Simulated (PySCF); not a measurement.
Species: C5H3ClO2.
Numbering: `[O:1]=[C:2]([Cl:3])[c:4]1[cH:5][cH:6][cH:7][o:8]1` (hydrogens: H9 on C5; H10 on C6; H11 on C7)

Level: wB97X-D/def2-SVPD in PySCF, non-relativistic, on one gas-phase PBE0-D3(BJ)/def2-SVP geometry that isn't relaxed in the solvent. The solvent is an IEF-PCM continuum (van der Waals radii × 1.2). The model holds no explicit solvent molecules, cavitation or dispersion.

Gas phase at wB97X-D/def2-SVPD: HOMO -9.43 eV, LUMO -0.50 eV, dipole 4.30 D.

What does the continuum do to the energy, the frontier levels and the dipole at wB97X-D/def2-SVPD in benzene and chloroform?

```json
{"solvent": "benzene", "ε": "2.271", "E(solvent) − E(gas) (kcal/mol)": "-2.53", "polarisation term (kcal/mol)": "-2.76", "distortion of the solute (kcal/mol)": "0.23", "HOMO (eV)": "-9.32", "LUMO (eV)": "-0.48", "dipole (D)": "4.94"}
{"solvent": "chloroform", "ε": "4.711", "E(solvent) − E(gas) (kcal/mol)": "-4.00", "polarisation term (kcal/mol)": "-4.60", "distortion of the solute (kcal/mol)": "0.60", "HOMO (eV)": "-9.27", "LUMO (eV)": "-0.48", "dipole (D)": "5.32"}
```

Polarisation term: ½ Σ q·V over the induced surface charges. Distortion: the rise of the solute's own energy as its density leaves the gas-phase optimum. From benzene to chloroform the lowering changes by a factor 1.58, Onsager's factor (ε − 1)/(2ε + 1) by 1.55 and ε itself by 2.1.

Which radius a makes the point-dipole formula ΔE = −[(ε − 1)/(2ε + 1)]·μ²/a³ give the value in chloroform, with the gas-phase dipole?

μ = 1.692 au and |ΔE| = 0.00638 Eh give a = 2.87 Å; the farthest nucleus lies 3.21 Å from the centroid of the nuclei, so such a sphere wouldn't even hold the nuclei. The formula assumes a rigid point dipole at the centre of a sphere.

How does the static polarisability (wB97X-D/def2-SVPD, frozen core, with the continuum's full static response) change?

| medium | isotropic (au) | principal values (au) | ⟨r²⟩ of the electrons (bohr²) |
| --- | --- | --- | --- |
| gas | 79.9 | 48.1, 82.7, 109.0 | 1101.9 |
| benzene | 92.5 | 54.1, 96.1, 127.2 | 1101.4 |
| chloroform | 101.0 | 58.9, 105.2, 138.8 | 1101.1 |

The isotropic value in chloroform is 1.26 times the gas-phase one; no cavity-field correction is applied. ⟨r²⟩ is taken about the centre of nuclear charge.

The values belong to the conformer `[O:1]=[C:2]([Cl:3])[c:4]1[cH:5][cH:6][cH:7][o:8]1`: O1–C2–C4–C5 0°.

Note: wB97X-D ran without an empirical dispersion term, which enters the total energy and its gradient alone.
